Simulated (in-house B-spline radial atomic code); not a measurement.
# Two electrons outside the bare core: Zr XXXIX (Zr38+)

Computed with an all-electron radial atomic-structure program (B-spline basis): configuration interaction (CI) of the two electrons, alone and with Breit and QED terms (there is no core, so MBPT adds nothing); no-pair Dirac Hamiltonian, finite nucleus. Labels give the configuration (outer n counted up each series) and the leading LS term, or the jj pair where no LS term holds 70 %.

Command:
```bash
python run_mb.py task.json out
```
Settings (nuclear radius in fm, box in bohr, cutoff in hartree):
```
basis_form          3
Z                   40
core_configuration  
rms_radius          4.2694
mass_number         90
speed_of_light      137.036
box_radius          2.25
lmax                6
intervals           57
virtual_cutoff      3200.0
```

Run time, properties included: 84 s on 1 thread of Arm Neoverse V1, on a shared host.

Excitation energies (eV):

```
          level  purity of the LS term  CI alone  CI + MBPT + Breit + QED
        1s2 1S0                    1.0         0                        0
       1s2s 3S1                    1.0     16171                    16134
      1s2p 3P°0                    1.0     16217                    16185
      1s2p 3P°1                  0.766     16226                    16187
       1s2s 1S0                    1.0     16221                    16189
      1s2p 3P°2                    1.0     16330                    16291
      1s2p 1P°1                  0.765     16355                    16317
       1s3s 3S1                    1.0     19186                    19147
      1s3p 3P°0                    1.0         ?                        ?
       1s3s 1S0                    1.0     19200                    19162
      1s3p 3P°1                  0.758     19202                    19162
      1s3p 3P°2                    1.0     19232                    19193
1s3d (1/2,3/2)2             0.613 (3D)     19239                    19199
       1s3d 3D1                    1.0     19239                    19200
      1s3p 1P°1                  0.758         ?                        ?
       1s3d 3D3                    1.0     19250                    19210
1s3d (1/2,5/2)2             0.613 (1D)     19250                    19210
       1s4s 3S1                    1.0     20231                    20191
      1s4p 3P°0                    1.0     20236                    20197
       1s4s 1S0                    1.0     20236                    20197
```

Problem. Where does 1s3p 1P°1 lie?

Solution. 19239 eV in CI alone and 19200 eV with all corrections.

Problem. Where does 1s3p 3P°0 lie?

Solution. 19199 eV in CI alone and 19161 eV with all corrections.

Problem. What is the first ionisation energy?

Solution. 21515 eV to the 1s1/2 state of the next ion (21555 eV from CI alone). NIST lists 21516.471 ± 0.006 eV (tabulated theory).

Some electric-dipole lines (reduced elements in atomic units, length form; vacuum wavelengths from the computed energies):

| upper | lower | D bare (size) | D with core polarisation (size) | λ (nm) | A (s⁻¹) |
| --- | --- | --- | --- | --- | --- |
| 1s2p 3P°0 | 1s2s 3S1 | 0.0739 | 0.0739 | 24.021 | 8e+08 |
| 1s2p 3P°1 | 1s2s 3S1 | 0.112 | 0.112 | 23.236 | 6.8e+08 |
| 1s2p 3P°2 | 1s2s 3S1 | 0.169 | 0.169 | 7.8953 | 2.3e+10 |
| 1s2p 1P°1 | 1s2s 3S1 | 0.0635 | 0.0635 | 6.7782 | 8.8e+09 |

Weak lines are less accurate than strong ones.
